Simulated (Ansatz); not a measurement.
Cartesian coordinates in Å:
```
N -0.5956 0.9540 -0.3819
Mo 0.3526 -0.6168 0.1336
O -0.7437 -1.8721 0.1683
F 1.7023 -0.9771 -1.0772
S 1.1649 -0.2818 2.0506
H -1.4905 0.9108 -0.8490
H -0.3900 1.8830 -0.0445
```

Total charge 0; spin multiplicity 1. Mo: def2 effective core potential.

**Question.** List the CAM-B3LYP/def2-TZVPP orbital energies in eV (the Gaussian-basis code of Ansatz). (An estimate is asked.)

**Answer.** Computed: Occupied: -2419.84, -673.69, -523.78, -392.67, -217.90, -162.42, -162.40, -162.34, -75.74, -48.84, -48.40, -48.25, -33.81, -27.72, -26.16, -20.74, -16.71, -15.24, -14.87, -14.50, -14.26, -13.07, -12.86, -12.22, -11.30, -10.41, -9.57, -9.13. Lowest empty: -1.92, -1.56, -0.28, -0.07, 0.42, 0.72, 1.62, 1.66.
